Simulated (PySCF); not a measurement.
Input of a run (PBE0-D3(BJ)/def2-SVP geometry optimisation, gas phase, def2 core potentials past Kr (PySCF 2.14.0)), started from GFN2-xTB:
```
{"job": {"xc": "PBE0", "basis": "def2-SVP", "d3": "d3bj", "grid": 1, "maxiter": 30, "shake": 0.03, "kind": "geom"}, "charge": 0, "multiplicity": 1}
Bi     0.135010     0.064170     0.870310
H      1.497070     0.121850    -0.179000
H     -0.649540     1.391820    -0.222440
Cl    -0.899250    -1.668280    -0.499340
```

Output (energies in Eh, forces in Eh/bohr):
```
step   0  E = -675.74047082  max force = 0.022185
step   1  E = -675.74415092  max force = 0.012354
step   2  E = -675.74505921  max force = 0.003817
step   3  E = -675.74515451  max force = 0.001199
step   4  E = -675.74519359  max force = 0.001500
step   5  E = -675.74523200  max force = 0.001092
step   6  E = -675.74515442  max force = 0.004859
step   7  E = -675.74526341  max force = 0.001777
step   8  E = -675.74525294  max force = 0.000391
step   9  E = -675.74525702  max force = 0.000333
step  10  E = -675.74525664  max force = 0.000310
optimisation converged
```

**Question.** Summarise the run.

**Answer.** The energy falls by 3.0 kcal/mol over 11 energy and gradient evaluations, the largest force component goes from 0.0222 to 3.1e-04 Eh/bohr, and the atoms move by 0.069 Å rms after alignment. The bond that changes most is Bi1–H3 (ends: bismuth bonded to Cl and 2 H; hydrogen on bismuth), which shortens by 0.088 Å. Bonds longer at the end by more than 0.005 Å: 2 of 3; shorter: 1. Among the angles that change most is H3–Bi1–Cl4, from 89.9° to 93.8°. The energy rose by more than 1e-6 Eh at steps 6 and 8. The first step brought 77 % of the lowering.

**Question.** What are the final bond lengths?

**Answer.** Bi1–H2 1.801 Å, Bi1–H3 1.802 Å, Bi1–Cl4 2.476 Å. Numbering counts from 1 in the input's order; the species is BiH2Cl (`[H][Bi]([H])[Cl]`).

The run used 54 basis functions and 61 SCF cycles in all. The run took 11 s of wall time on one thread of an Arm Neoverse V2, shared host, and the process peaked at 0.24 GiB of memory.

Stationary, but not proved a minimum.
